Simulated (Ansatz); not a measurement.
Two isomers of C3H9NSi: A = `CC(C)=N[SiH3]`, B = `C=CN(C)[SiH3]`.

Calculated with Ansatz (gas phase, PBE0-D4/def2-TZVP geometries, no zero-point term in ΔE). CCSD(T)/CBS adds triple-zeta CCSD(T) − MP2 to the extrapolated MP2 energy (def2 sets, frozen cores). Functionals use def2-TZVPP. B3LYP here is the variant with VWN-RPA as its local correlation; programs differ in this. One conformer a species, not always the lowest.

Q: Which is lower in electronic energy at CCSD(T)/CBS, and by how much? (Best estimate.)

A: The calculation gave: A, by 33.9 kJ/mol.

Q: Give E(B) − E(A) in kJ/mol with MP2/def2-TZVPP, PBE0-D4, CCSD/def2-TZVPP, r2SCAN-D4, ωB97M-V, B2PLYP, B3LYP-D4. (Estimate.)

A: Computed: MP2/def2-TZVPP 33.5, PBE0-D4 33.9, CCSD/def2-TZVPP 35.2, r2SCAN-D4 37.2, ωB97M-V 36.1, B2PLYP 34.8, B3LYP-D4 32.7. None reverses the order clearly.

Largest T1 diagnostic: 0.012.

In def2-TZVPP, CCSD(T) changes the Hartree–Fock value by −5.6 kJ/mol (the triples alone add −0.1 kJ/mol) and MP2 by −7.2 kJ/mol.
